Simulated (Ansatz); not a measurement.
`CB[SiH2]C` + `CS[SiH2]BO` → `CB[SiH2]SC` + `C[SiH2]BO`  (redistribution)

Calculated with Ansatz (gas phase, PBE0-D4/def2-TZVP geometries, no zero-point term in ΔE). CCSD(T)/CBS adds triple-zeta CCSD(T) − MP2 to the extrapolated MP2 energy (def2 sets, frozen cores). Functionals use def2-TZVPP. One conformer a species, not always the lowest.

| species | ωB97X-V energy (Eh) |
| --- | --- |
| `CB[SiH2]C` | -395.92739 |
| `CS[SiH2]BO` | -830.06211 |
| `CB[SiH2]SC` | -794.09279 |
| `C[SiH2]BO` | -431.89957 |

**Question.** Work out ΔE.

**Answer.** ΔE = (-794.09279) + (-431.89957) − (-395.92739) − (-830.06211) = -0.00286 Eh = -0.08 eV. CCSD(T)/CBS gives -0.07 eV.

Largest T1 diagnostic among the species: 0.013.
